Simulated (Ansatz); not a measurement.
F2H2InN (`[NH2][In]([F])[F]`). Charge 0, multiplicity 1. In takes the def2 core potential.

```xyz
6

N    -0.346   -0.970   -0.666
In    0.061    0.621    0.471
F     0.522    0.524    2.348
F    -0.167    2.454   -0.106
H     0.143   -1.812   -0.392
H    -0.212   -0.817   -1.656
```

Question: What are the harmonic wavenumbers in cm⁻¹ at PBE0-D4/def2-TZVP (Ansatz, finite differences of forces, unscaled)? (Best estimate.)

Answer: The calculation gave: 99, 138, 146, 258, 486, 600, 606, 648, 839, 1553, 3554, 3657.

Question: Is this a minimum?

Answer: Yes, all 12 modes are real.

Question: Give the ideal-gas thermochemistry at 298.15 K and 1 bar (rigid rotor, harmonic oscillator; point group Cs, symmetry number 1).

Answer: Zero-point energy 75.3 kJ/mol; H(298) − E = 93.8 kJ/mol; entropy 336.1 J/(mol·K), of which translation 172.8, rotation 109.5, vibration 53.8; G(298) − E = -6.4 kJ/mol. Modes under 100 cm⁻¹ are hindered rotations or soft bends, so the harmonic entropy is rough.
